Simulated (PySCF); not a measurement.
**What settings do to a single point of Sm2N2**

The sound run of Sm2N2 (singlet in the valence; each metal's 4f electrons, 5 of them, lie in its core potential, out of spins and levels) uses PySCF 2.14.0, RKS TPSS, Sm lcecp-1-SVP with ECP51, N def2-SVP; non-relativistic Hamiltonian with scalar-relativistic core potentials where named; density fitting; no spin-orbit coupling, grid (50, 194), threshold 1e-8 Eh and 55 cycles, at the relaxed geometry:

```xyz
4

Sm    0.0000    0.0000    1.5603
Sm    0.0000    0.0000   -1.5603
N     1.4028    0.0000    0.0000
N    -1.4028    0.0000    0.0000
```

There Sm1 has a Mulliken charge of 0.52 e and the dipole about the centre of mass is 0.00 D. Each run below changes one thing and starts from free metal ions and neutral atoms unless it says otherwise; with 55 cycles, smearing, a level shift and second-order steps follow where DIIS fails, and their cycles count. Energy shifts count from the sound run. On f atoms grids over 110 angular points are at least (60, 302).

| change | outcome | cycles | energy shift (eV) | largest force component (eV/Å) | charge on Sm1 (e) | dipole about the centre of mass (D) |
| --- | --- | --- | --- | --- | --- | --- |
| grid (10, 14) | converged | 12 | -0.57 | 1.53 | 0.62 | 0.00 |
| start from the bare core Hamiltonian, limit 96 cycles | converged | 12 | 0.0000 | 0.00 | 0.52 | 0.00 |

Task: How does the run with this change end: all coordinates × 0.94?

Result: outcome converged, cycles 11, energy shift (eV) 0.75, largest force component (eV/Å) 5.57, charge on Sm1 (e) 0.44, dipole about the centre of mass (D) 0.00.

Unsound on purpose, so not properties of the compound: grid (10, 14).

Forces carry noise of the integration grid, about 0.01 to 0.03 eV/Å.

No frequency check is given that shows the relaxed geometry to be a minimum. An lcecp potential fixes the number of 4f electrons, so in runs with it no electron can move into or out of that shell.
